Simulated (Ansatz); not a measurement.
Ideal-gas functions of `FB1B[SiH2]1` at 800 K and 1 bar, from an Ansatz frequency run at PBE0-D4/def2-TZVP.

Molar mass 71.73 g/mol, point group Cs (symmetry number 1), electronic degeneracy 1, moments of inertia 32.231, 146.852, 179.083 u Å². Harmonic wavenumbers (cm⁻¹, unscaled): 130, 213, 362, 399, 509, 542, 657, 696, 827, 894, 973, 1618, 2214, 2229, 2719.

Use S(trans) = R[1.5 ln M + 2.5 ln T − 1.1517]; rotational temperatures θ = 24.2544 K / I; S(rot) = R[ln(√π/σ · √(T³/θAθBθC)) + 1.5]; for each mode x = 1.438777 ν̃/T, S = R[x/(eˣ − 1) − ln(1 − e⁻ˣ)] and H = RT x/(eˣ − 1); 1 cm⁻¹ = 0.0119627 kJ/mol; R = 8.31446 J/(mol·K).

By hand: the entropy, in J/(mol·K).

Translation 182.7. Rotation: θ = 0.7525, 0.1652, 0.1354 K, giving 117.6. Vibration, mode by mode: 20.42, 16.34, 12.03, 11.25, 9.33, 8.85, 7.39, 6.97, 5.74, 5.21, 4.65, 1.86, 0.79, 0.77, 0.37, in all 112.0. Electronic 0.0. Sum 412.3 J/(mol·K).

By hand: H − E and G − E in kJ/mol, counted from the electronic energy.

Zero-point energy ½ × 14982 × 0.0119627 = 89.6; thermal vibration 45.8; translation, rotation and pV give 4 RT = 26.6. H − E = 162.0 kJ/mol, and G − E = 162.0 − 800 × 412.3/1000 = -167.8 kJ/mol.

Vibration gives 27 % of the entropy, 20.4 J/(mol·K) of it from the mode under 150 cm⁻¹: soft modes count most, and the harmonic formula is weakest for them.
